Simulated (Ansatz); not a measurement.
Reaction (ligand exchange at the Si–S bond): `S[SiH2][SeH]` + CH₃SH → `CS[SiH2][SeH]` + H₂S

Isolated molecules relaxed with PBE0-D4/def2-TZVP in Ansatz; ΔE leaves out vibrations. CBS: MP2 limit from def2 TZ/QZ plus the TZ coupled-cluster correction, frozen cores. This one scheme is used for every species. DFT in def2-TZVPP. B3LYP here is the variant with VWN-RPA as its local correlation; programs differ in this. For Se outer-core shells are correlated without core-valence functions, which leaves a few kJ/mol of doubt a bond. Scalar relativity is left out up to krypton. Each species was taken in one conformer, which may not be the lowest.

Task: Is it downhill or uphill in electronic energy at CCSD(T)/CBS, and by how much? (Best estimate.)

Result: Computed: Downhill: ΔE = -0.05 eV.

Task: What do these levels give: B3LYP-D4, ωB97X-V, ωB97M-V, PBE, B3LYP, MP2/def2-TZVPP, SCS-MP2/def2-TZVPP, CCSD/def2-TZVPP, CCSD(T)/def2-TZVPP, HF/def2-QZVPP, MP2/CBS(def2), CCSD/CBS(def2)? (An estimate is asked.)

Result: The calculation gave: B3LYP-D4 -0.05, ωB97X-V -0.03, ωB97M-V -0.04, PBE -0.02, B3LYP 0.01, MP2/def2-TZVPP -0.06, SCS-MP2/def2-TZVPP -0.03, CCSD/def2-TZVPP -0.03, CCSD(T)/def2-TZVPP -0.04, HF/def2-QZVPP 0.05, MP2/CBS(def2) -0.07, CCSD/CBS(def2) -0.03 eV.

Largest T1 diagnostic among the species: 0.010.

The D4 term adds −0.06 eV with B3LYP and −0.04 eV with PBE0; it sums over pairs of atoms, weighted by their polarisabilities, and B3LYP, whose exchange is more repulsive, gets the larger term. In def2-TZVPP, CCSD(T) changes the Hartree–Fock value by −0.09 eV (the triples alone add −0.02 eV) and MP2 by −0.10 eV.
